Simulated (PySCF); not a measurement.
Structure with atom numbers: `[CH3:1][O:2][SiH2:3][O:4][CH2:5][CH:6]1[CH2:7][CH2:8]1`; H(Xn) means a hydrogen on atom n. Ha(C7), Ha(C8) are cis to C5 on the ring; Hb(C7), Hb(C8) are trans to C5 on the ring.

Geometry: PBE0-D3(BJ)/def2-SVP; GIAO shifts from PySCF 2.14, gas phase, non-relativistic, averaged over equivalent atoms.

At PBE0/pcSseg-1 (203 basis functions, 26 s wall time on 1 thread of an Intel Xeon 6975P-C, shared host):
| atoms | δ (ppm) |
| --- | --- |
| C5 | 69.9 |
| C1 | 53.0 |
| C6 | 13.2 |
| C7/C8 | 5.0 |
| O4 | 65.9 |
| O2 | 31.9 |
| Si3 | -30.0 |
| H(Si3) | 4.69 |
| H(C1) | 3.67 |
| H(C5) | 3.52 |
| H(C6) | 1.05 |
| Hb(C7)/Hb(C8) | 0.49 |
| Ha(C7)/Ha(C8) | 0.22 |

Scale: ¹³C (σ = 184.41 ppm) and ²⁹Si (σ = 351.99 ppm) and ¹H (σ = 31.27 ppm) vs TMS; ¹⁷O (σ = 334.56 ppm) vs H2O (reference shieldings calculated alike).

Problem. Estimate the result of repeating the calculation with B3LYP/pcSseg-1.

Solution. 
| atoms | δ at B3LYP/pcSseg-1 | change |
| --- | --- | --- |
| C5 | 71.5 | +1.6 |
| C1 | 53.7 | +0.7 |
| C6 | 13.8 | +0.6 |
| C7/C8 | 5.0 | +0.0 |
| O4 | 71.0 | +5.1 |
| O2 | 36.8 | +4.9 |
| Si3 | -37.2 | -7.2 |
| H(Si3) | 4.61 | -0.08 |
| H(C1) | 3.71 | +0.04 |
| H(C5) | 3.55 | +0.03 |
| H(C6) | 1.05 | +0.00 |
| Hb(C7)/Hb(C8) | 0.48 | -0.01 |
| Ha(C7)/Ha(C8) | 0.21 | -0.01 |

Scale: ¹³C (σ = 179.24 ppm) and ²⁹Si (σ = 337.86 ppm) and ¹H (σ = 31.38 ppm) vs TMS; ¹⁷O (σ = 334.04 ppm) against H2O (reference shieldings calculated alike).

The largest change is at Si3 (silicon bonded to 2 O, 2 H). Cost: 203 basis functions, 24 s wall time on 1 thread of an Intel Xeon 6975P-C, shared host. The order of the carbon signals is the same at both levels.

Experimental scales use liquid or dissolved standards, which lie at an offset from isolated H2O (liquid H2O: subtract about 36 ppm).
